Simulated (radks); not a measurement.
Question: Successive ionisation energies (eV) of one element, from differences of total energies of ions in their ground configurations, starting at charge 44: 7284.2, 7756.0, 7959.4, 32914, 33785. All-electron calculation, scalar-relativistic Kohn-Sham, r2SCAN, spin-polarised, spherical densities, finite nucleus; open shells are filled with parallel spins first (spin-orbit coupling, left out, can overturn this in heavy ions); meta-GGA in the generalised Kohn-Sham scheme; Fermi nuclear charge, rms radius 4.6156 fm. Program: a radial shooting solver on a logarithmic mesh with Libxc functionals. Which element is it?

Answer: Indium (Z = 49). The first species listed is In44+ in [He] 2s2 2p1, the last In48+ in 1s1.
